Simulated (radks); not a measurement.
Values are calculated unless marked as measured or tabulated.
Problem. Excited configurations of Sr3+: one electron is placed in a higher orbital outside [Ar] 3d10 4s2 4p4. The ground configuration is [Ar] 3d10 4s2 4p5. Level of theory: Dirac Kohn-Sham, PBE, spin-unpolarised, spherical densities, point nucleus; open shells fill j = l - 1/2 first (a radial shooting solver on a logarithmic mesh with Libxc functionals). Excitation = E - E(ground); binding = E(ion) - E, where the ion is the core of charge +4; n* = 4/sqrt(2 binding) in atomic units, and the quantum defect is n - n*.

outer orbital  excitation (eV)  binding (eV)     n*  quantum defect  eigenvalue (eV)  <r> (bohr)
4d3/2                   25.370        31.465  2.630           1.370          -26.022       2.026
5s1/2                   29.026        27.809  2.798           2.202          -24.371       3.042
6p1/2                   43.614        13.221  4.058           1.942          -11.736       6.120
6f5/2                   49.949         6.885  5.623           0.377           -6.071       10.55
7f5/2                   51.791         5.044  6.569           0.431           -4.501       15.02

Estimate the row for 7p1/2.

Solution. excitation (eV) 48.242; binding (eV) 8.592; n* 5.033; quantum defect 1.967; eigenvalue (eV) -7.700; <r> (bohr) 9.499. The Delta-SCF ionisation energy is 56.835 eV (NIST Atomic Spectra Database: 56.280 eV, semi-empirical). Self-interaction in the functional shifts the binding energies and quantum defects, so they are the method's values and not measured ones. Spin polarisation and multiplet splitting are left out, so open shells lie too high by an amount that depends on their filling.

Beside tabulated values, note that spin-unpolarised runs miss the spin-polarisation part of the exchange energy of open shells.
